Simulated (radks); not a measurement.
Values are calculated unless marked as measured or tabulated.
Q: Lu+, configuration [Xe] 4f14 6s2. Level of theory: scalar-relativistic Kohn-Sham, LDA (Slater exchange, Perdew-Wang correlation), spin-polarised, spherical densities, point nucleus; hard spherical wall at 3 bohr (a radial shooting solver on a logarithmic mesh with Libxc functionals). Some entries of the table are withheld. Estimate them.

orbital,occ.,eigenvalue (eV),<1/r> (bohr^-1),<r^2> (bohr^2)
1s,2,-63185.71,82.17,0.0005126
2s,2,-10752.65,19.17,0.007927
2p,6,-9462.310,(1),(2)
3s,2,-2432.673,7.085,0.05177
3p,6,-2045.535,(3),0.05233
3d,10,-1579.975,6.235,0.04348
4s,2,-480.0229,3.002,(4)
4p,6,-352.9519,2.735,0.2942
4d,10,-187.2543,2.419,0.3493
5s,2,-58.4370,1.127,1.548
5p,6,-29.1227,0.9508,2.047
4f,14,-5.7248,1.822,0.6739
5d,0,6.4067,0.7470,2.935
6s,2,(5),0.7302,3.859
6p,0,38.3531,0.7658,3.837
7s,0,118.5130,0.8548,3.723

A: 
(1) 2p <1/r> (bohr^-1): 17.55
(2) 2p <r^2> (bohr^2): 0.006498
(3) 3p <1/r> (bohr^-1): 6.584
(4) 4s <r^2> (bohr^2): 0.2584
(5) 6s eigenvalue (eV): 20.3330
